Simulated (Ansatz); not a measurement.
Two members of one family (Oligo(furan), CF3 ends), computed with Ansatz in the gas phase. Binding counts from free atoms in the multiplicity of their measured ground term, without zero-point energy. The structures are stationary points that may keep the symmetry of their start.

First: FC(F)(F)c1ccc(-c2ccc(-c3ccc(-c4ccc(C(F)(F)F)o4)o3)o2)o1 (singlet, charge 0, r2SCAN-D4/def2-SVP geometry).

```xyz
36

F     5.7039   -3.1002    1.4173
C     6.2002   -2.4652    0.3416
F     6.4921   -1.2133    0.7320
F     7.3460   -3.0702   -0.0068
C     5.2573   -2.4878   -0.8060
C     5.3581   -2.9895   -2.0772
C     4.1159   -2.7016   -2.7080
C     3.3481   -2.0385   -1.7663
C     2.0227   -1.4971   -1.8026
C     1.0559   -1.4511   -2.7913
C    -0.0598   -0.7810   -2.2308
C     0.2952   -0.4606   -0.9322
C    -0.3862    0.2080    0.1281
C    -0.0265    0.5269    1.4255
C    -1.1400    1.1976    1.9928
C    -2.1079    1.2458    1.0085
C    -3.4315    1.7832    0.9654
C    -4.3982    1.8304   -0.0213
C    -5.5138    2.5030    0.5517
C    -5.1487    2.8137    1.8341
C    -5.8574    3.5104    2.9393
F    -5.2066    4.6158    3.3415
F    -5.9941    2.7270    4.0245
F    -7.0820    3.8724    2.5293
O    -3.8887    2.3827    2.0978
O    -1.6516    0.6441   -0.1268
O     1.5580   -0.8948   -0.6734
O     4.0469   -1.9096   -0.6072
H     6.2188   -3.5024   -2.5001
H     3.8195   -2.9467   -3.7250
H     1.1470   -1.8541   -3.7980
H    -1.0125   -0.5545   -2.7057
H     0.9280    0.2963    1.8937
H    -1.2355    1.6017    2.9985
H    -4.3028    1.4263   -1.0270
H    -6.4696    2.7331    0.0839
```

| level | HOMO (eV) | LUMO (eV) | gap (eV) | binding per atom (eV) |
| --- | --- | --- | --- | --- |
| PBE-D4/def2-SVP | -4.82 | -2.65 | 2.17 | 5.61 |
| PBE0-D4/def2-SVP | -5.68 | -2.08 | 3.60 | 5.41 |

Second: FC(F)(F)c1ccc(-c2ccc(-c3ccc(-c4ccc(-c5ccc(-c6ccc(C(F)(F)F)o6)o5)o4)o3)o2)o1 (singlet, charge 0, r2SCAN-D4/def2-SVP geometry).

```xyz
50

F    -2.454   -5.030   10.700
C    -1.424   -4.466   10.053
F    -0.419   -5.358   10.010
F    -0.987   -3.427   10.787
C    -1.858   -4.047    8.695
C    -3.055   -4.133    8.035
C    -2.837   -3.554    6.753
C    -1.515   -3.155    6.731
C    -0.701   -2.517    5.744
C     0.621   -2.119    5.727
C     0.847   -1.540    4.453
C    -0.354   -1.620    3.771
C    -0.761   -1.215    2.466
C    -1.960   -1.293    1.781
C    -1.733   -0.714    0.508
C    -0.408   -0.316    0.492
C     0.406    0.320   -0.491
C     1.732    0.717   -0.506
C     1.960    1.297   -1.780
C     0.761    1.217   -2.465
C     0.354    1.622   -3.770
C    -0.846    1.541   -4.452
C    -0.621    2.119   -5.727
C     0.702    2.518   -5.744
C     1.515    3.155   -6.731
C     2.838    3.553   -6.753
C     3.055    4.133   -8.037
C     1.858    4.043   -8.697
C     1.425    4.461  -10.055
F     2.456    5.020  -10.705
F     0.423    5.357  -10.012
F     0.983    3.423  -10.786
O     0.916    3.453   -7.917
O     1.297    2.216   -4.555
O    -0.185    0.623   -1.681
O     0.184   -0.620    1.682
O    -1.297   -2.215    4.556
O    -0.917   -3.455    7.917
H    -3.974   -4.564    8.428
H    -3.552   -3.437    5.941
H     1.331   -2.240    6.543
H     1.769   -1.112    4.066
H    -2.884   -1.720    2.166
H    -2.442   -0.594   -0.309
H     2.440    0.598    0.311
H     2.883    1.724   -2.164
H    -1.769    1.113   -4.065
H    -1.330    2.238   -6.544
H     3.552    3.439   -5.942
H     3.974    4.560   -8.429
```

**Question.** Estimate the same table for the second.

**Answer.** 
```json
{"level": "PBE-D4/def2-SVP", "HOMO (eV)": "-4.56", "LUMO (eV)": "-2.72", "gap (eV)": "1.84", "binding per atom (eV)": "5.69"}
{"level": "PBE0-D4/def2-SVP", "HOMO (eV)": "-5.35", "LUMO (eV)": "-2.18", "gap (eV)": "3.17", "binding per atom (eV)": "5.49"}
```
